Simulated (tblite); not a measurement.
Compound: ethyl phenyl sulfone, C₈H₁₀O₂S.
Structure used (GFN2-xTB), in Å, numbered top down from 1:
```
atom  x, y, z in Å
C1     3.4557    0.0640   -0.1864
C2     1.9955   -0.0134   -0.5709
S3     1.0105    0.1453    0.9610
O4     1.2322    1.4576    1.5067
O5     1.2902   -0.9907    1.7979
C6    -0.6860    0.0353    0.3752
C7    -1.2856   -1.2048    0.2750
C8    -2.5787   -1.2923   -0.2140
C9    -3.2505   -0.1415   -0.5973
C10   -2.6373    1.0978   -0.4939
C11   -1.3443    1.1882   -0.0052
H12    3.6882   -0.7365    0.5121
H13    4.0991   -0.0250   -1.0592
H14    3.6492    1.0148    0.3046
H15    1.6902    0.8028   -1.2197
H16    1.7295   -0.9707   -1.0102
H17   -0.7378   -2.0758    0.5987
H18   -3.0617   -2.2545   -0.2940
H19   -4.2604   -0.2104   -0.9740
H20   -3.1657    1.9910   -0.7915
H21   -0.8413    2.1358    0.1055
```

Level: GFN2-xTB in tblite, geometry and Hessian alike; calculated harmonic values, unscaled, isolated species. The method is semi-empirical: single wavenumbers can be off by several per cent or more. One conformer, not necessarily the lowest.

**Question.** How many normal modes are there?

**Answer.** 21 atoms, non-linear: 3N − 6 = 57.

**Question.** What is the point group of the computed structure, and how do the modes divide by symmetry?

**Answer.** Cs. The vibrations span 32 a′ + 25 a″.

**Question.** How many distinct wavenumbers does the calculation give?

**Answer.** 57: Cs has no degenerate species.

**Question.** How many fundamentals are allowed in the infrared by symmetry?

**Answer.** 57 of 57: in Cs every mode is allowed. All fundamentals are allowed in the Raman spectrum.

**Question.** How large is the harmonic zero-point energy?

**Answer.** Half the sum of the wavenumbers, 35463 cm⁻¹, or 101.4 kcal/mol from 57 modes, 48.4 kcal/mol of it from above 1550 cm⁻¹.

**Question.** How far is the lowest real mode excited at 298.15 K, as a harmonic oscillator?

**Answer.** 27.7 cm⁻¹ is a vibrational temperature θ of 40 K. The population of v = 1 over v = 0 is exp(−θ/T) = 0.87, and the mean quantum number is 7.
